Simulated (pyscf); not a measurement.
## `[O]=[Ta]([OH])([Cl])[Cl]`, singlet

Gas-phase minimum from PySCF at ωB97X-D3(BJ)/def2-SVP, one conformer. 

```
Ta
O 1 1.7030
O 1 1.8804 2 106.81
H 3 0.9634 1 135.25 2 -0.12
Cl 1 2.3054 2 107.74 3 -118.80
Cl 1 2.3054 2 107.77 3 118.79
```

Properties at ωB97X-D3(BJ)/def2-SVP:

```json
{
  "harmonic_wavenumbers_unscaled": "102, 140, 154, 212, 241, 405, 412, 460, 516, 760, 1051, 3938 cm⁻¹",
  "zero_point_energy": "12.0 kcal/mol",
  "rotational_symmetry_number": "1",
  "Entropy of this conformer at 298 K and 1 atm, rigid rotor and harmonic oscillator, modes under 100 cm⁻¹ raised to 100": "367.1 J/(mol K)",
  "dipole_moment": "2.75 D"
}
```

Single-point totals, which compare only within one level:

| level | total energy (hartree) |
|---|---|
| ωB97X-D3(BJ)/def2-TZVP | -1128.90733 |
| PBE/def2-TZVP | -1128.35706 |
| r²SCAN/def2-TZVP | -1128.75282 |
| B3LYP-D3(BJ)/def2-TZVP | -1128.90433 |
| PBE0-D3(BJ)/def2-TZVP | -1128.37460 |
| M06-2X/def2-TZVP | -1128.64553 |
| ωB97M-D3(BJ)/def2-TZVP | -1128.93170 |

Soft torsions are taken as harmonic, which can shift the entropy by several J/(mol K). Elements past Kr carry the def2 core potentials, without spin-orbit coupling.
